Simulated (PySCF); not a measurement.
Assignment exercise: C₈H₁₁PSi

Geometry:
```csv
atom,x (Å),y (Å),z (Å)
Si1,2.648,-0.028,1.017
P2,2.017,-0.932,-0.937
C3,0.973,0.488,-1.557
C4,-0.282,0.471,-0.738
C5,-1.153,1.537,-0.596
C6,-2.281,1.394,0.197
C7,-2.538,0.194,0.838
C8,-1.670,-0.876,0.693
C9,-0.541,-0.735,-0.094
C10,0.479,-1.806,-0.335
H11,3.219,-1.114,1.814
H12,1.576,0.612,1.786
H13,3.666,0.977,0.706
H14,1.514,1.434,-1.490
H15,0.739,0.317,-2.615
H16,-0.949,2.474,-1.094
H17,-2.959,2.226,0.318
H18,-3.417,0.092,1.457
H19,-1.868,-1.812,1.195
H20,0.687,-2.407,0.553
H21,0.134,-2.490,-1.120
```

Method: structure optimised with GFN2-xTB, σ from GIAO-PBE0/pcSseg-1, in PySCF 2.14 (single conformer, one averaged value for each set of equivalent atoms, no solvent model, relativity neglected).

Scale: TMS for ¹³C and ¹H (reference shieldings calculated alike).

(1) Assign these signals to the numbered atoms. ¹³C{¹H} NMR (computed): δ 148.6 (C), 132.0 (CH), 131.6 (CH), 33.3 (CH2).

(2) Assign these signals to the numbered atoms. ¹H NMR (400 MHz, computed): δ 7.60 (m, 2H), 7.43 (m, 2H), 3.50 (m, 3H), 3.26 (m, 4H).

Answers

(1) 
| δ (ppm) | atoms | environment | reason |
| --- | --- | --- | --- |
| 148.6 | C4/C9 | substituted aromatic carbon | – |
| 132.0 | C5/C8 | aromatic CH | the aromatic region |
| 131.6 | C6/C7 | aromatic CH | – |
| 33.3 | C3/C10 | sp3 CH2 bonded to P, on an aromatic ring | – |

C5/C8 and C6/C7 lie closer than the usual error of such a calculation, so a measured spectrum could show them in the other order.

(2) 
7.60 → H16/H19, hydrogen on an aromatic CH: aromatic region
7.43 → H17/H18, hydrogen on an aromatic CH
3.50 → H11/H12/H13, hydrogen on a silicon bonded to P
3.26 → H14/H15/H20/H21, hydrogen on an sp3 CH2 bonded to P, on an aromatic ring: benzylic-type position, deshielded by the ring

Splittings by ³¹P in the carbon and heteronuclear signals aren't shown, as no couplings were computed. Shifts are as computed. Against solution values, carbons near 30 ppm lie about +3 ppm off and those near 130 ppm about +5 ppm. Of 1211 compounds with measured shifts, 218 miss one by over three times the rms of a fit or turn the order of signals round; such compounds aren't used in these exercises. Multiplicities follow the n + 1 count of equivalent neighbours, as no J values were calculated; m marks all less simple cases, F and P coupling included.
